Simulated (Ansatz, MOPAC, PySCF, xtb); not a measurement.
Dimer: H2O (SMILES O) (first 3 atoms) with CH6Si (SMILES C[SiH3]); geometry from B3LYP-D3(BJ)/def2-TZVP, rigid monomers moved along the line of their centres of mass till O1···Si5 is 4.72 Å.
(charge 0, multiplicity 1):
```xyz
11

O      0.151     0.710    -0.130
H     -0.596     1.243     0.162
H     -0.194    -0.187    -0.195
C      1.263    -0.209     4.473
Si    -0.542    -0.674     4.324
H      1.404     0.573     5.221
H      1.629     0.158     3.513
H      1.865    -1.071     4.768
H     -1.077    -1.179     5.613
H     -0.741    -1.740     3.308
H     -1.367     0.493     3.920
```

Monomers are frozen at their geometry in the pair; levels with a basis set take the counterpoise correction. Rows marked so take none.

Cores are frozen in the correlated methods. Rows in 6-31G* carry no dispersion term and start afresh at each structure (6-31G* with six Cartesian d functions). MP2/6-31G* freezes PySCF's default core. The state that PM7 reach isn't checked; PM7 holds dispersion and hydrogen-bond terms.

Codes used: Ansatz (Gaussian basis) for Hartree–Fock, density functionals and correlated methods; MOPAC for PM7 (differences of heats of formation); PySCF for 6-31G* rows, the dispersion terms; xtb for the GFN methods. Each number belongs to the level named beside it.

```
level                         interaction energy (kJ/mol)
----------------------------  ---------------------------
PM7                                                  -1.8
GFN1-xTB                                             -2.7
HF/6-31G*                                            -2.1
PBE/def2-TZVPPD                                      -2.6
r2SCAN-D4/def2-TZVPPD                                -3.2
PBE0/def2-TZVPPD                                     -2.4
PBE0-D4/def2-TZVPPD                                  -3.1
MP2/6-31G* (no counterpoise)                            …
MP2/aug-cc-pV(D+d)Z                                  -2.8
```

Question: Some entries are withheld; supply them.

Answer: 
- MP2/6-31G* (no counterpoise), interaction energy (kJ/mol): -5.1

Ansatz is an electronic-structure program.
